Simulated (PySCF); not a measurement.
In(F)(Me)(OH) (CH4FInO), SMILES [CH3][In]([OH])[F].

Geometry: B3LYP-D3(BJ)/def2-SVP. The def2 effective core potentials stand for the cores of In; spin–orbit coupling is left out. The values are those of a single conformer.

These are M06-2X/def2-TZVP run with PySCF values and carry that method's errors.

Symmetry labels are those of the subgroup Cs that the program uses (full group Cs).

**Question.** List the valence orbital energies around the gap with their symmetry. (The exact figures need the calculation; the answer reports its results.)

**Answer.** 
| orbital | symmetry | energy (eV) |
|---|---|---|
| HOMO−7 | A' | -13.55 |
| HOMO−6 | A" | -13.41 |
| HOMO−5 | A' | -13.15 |
| HOMO−4 | A' | -12.19 |
| HOMO−3 | A" | -12.10 |
| HOMO−2 | A' | -10.85 |
| HOMO−1 | A" | -10.32 |
| HOMO | A' | -10.07 |
| LUMO | A' | -0.71 |
| LUMO+1 | A" | -0.60 |
| LUMO+2 | A' | 0.78 |
| LUMO+3 | A' | 0.89 |
